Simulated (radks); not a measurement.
Charge is removed step by step from the 1s1/2 level of neutral technetium, starting from [Kr] 4d5 5s2. All-electron calculation, Dirac Kohn-Sham, LDA (Slater exchange, Perdew-Wang correlation), spin-unpolarised, spherical densities, point nucleus; open shells fill j = l - 1/2 first. Program: a radial shooting solver on a logarithmic mesh with Libxc functionals.

| removed (e) | E - E(0) (eV) | eigenvalue (eV) | E minus straight line (eV) |
|---|---|---|---|
| 0 | 0.000 | -20830 | 0.000 |
| 0.1 | 2085.8 | -20886 | -25.057 |
| 0.2 | 4177.1 | -20942 | -44.520 |
| 0.3 | 6274.1 | -20997 | -58.396 |
| 0.4 | 8376.6 | -21053 | -66.692 |
| 0.5 | 10484.7 | -21109 | -69.420 |
| 0.6 | 12598.4 | -21164 | -66.589 |
| 0.7 | 14717.6 | -21220 | -58.214 |
| 0.8 | 16842.3 | -21275 | -44.311 |
| 0.9 | 18972.6 | -21330 | -24.899 |
| 1 | 21108 | -21385 | 0.000 |

Removing the whole electron costs 21108 eV by Delta-SCF, against 20830 eV from minus the eigenvalue at the starting occupation. Slater's transition state (half an electron removed) gives 21109 eV. Integrating minus the eigenvalue over the occupation (Janak's theorem) gives 21108 eV. The mean slope of the eigenvalue, de/dn, is 555 eV per electron.
